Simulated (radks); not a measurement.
Results of a calculation; reference values are marked as such.
Ionisation of the thallium ion Tl3+, [Xe] 4f14 5d10, to Tl4+, [Xe] 4f14 5d9, under several functionals. Dirac Kohn-Sham, spin-unpolarised, spherical densities, finite nucleus; open shells are shared between the two j in proportion to 2j + 1; a radial shooting solver on a logarithmic mesh with Libxc functionals.

| functional | E(Tl3+) (hartree) | Exc (hartree) | IE (eV) | -e(HOMO) (eV) | <r> HOMO (bohr) | IE error (eV) |
|---|---|---|---|---|---|---|
| XLYP | -20283.6165 | -383.2064 | 51.644 | 43.260 | 1.365 | +0.504 |
| LDA (Slater exchange, Perdew-Zunger correlation) | -20270.4291 | -369.9128 | 52.054 | 43.655 | 1.362 | +0.914 |
| BLYP | -20282.5347 | -382.1156 | 51.616 | 43.231 | 1.364 | +0.476 |
| LDA (Slater exchange, Perdew-Wang correlation) | -20270.4214 | -369.9048 | 52.060 | 43.660 | 1.362 | +0.920 |
| RPBE | -20282.0524 | -381.6554 | 51.703 | 43.303 | 1.359 | +0.563 |
| B86b exchange with PBE correlation | -20282.8936 | -382.4992 | 51.799 | 43.403 | 1.360 | +0.659 |
| BP86 | -20283.7617 | -383.3749 | 51.873 | 43.479 | 1.359 | +0.733 |
| HCTH/407 | -20292.9041 | -392.9073 | 52.416 | 43.950 | 1.349 | +1.276 |
| exchange-only PBE | -20276.6249 | -376.1569 | 50.458 | 42.102 | 1.368 | -0.682 |
| exchange-only B88 | -20278.2220 | -377.7764 | 50.464 | 42.102 | 1.366 | -0.676 |

NIST Atomic Spectra Database: 51.14 eV (measured). Closest: BLYP. The Delta-SCF values span 1.96 eV, the total energies 22.48 hartree. The highest occupied level is 5d5/2. Spin polarisation and multiplet splitting are left out, so open shells lie too high by an amount that depends on their filling. Sharing an open shell by 2j + 1 raises it above the true ground level by a part of the spin-orbit splitting, which enters the differences from NIST.

Beside tabulated values, note that spin-unpolarised runs miss the spin-polarisation part of the exchange energy of open shells.
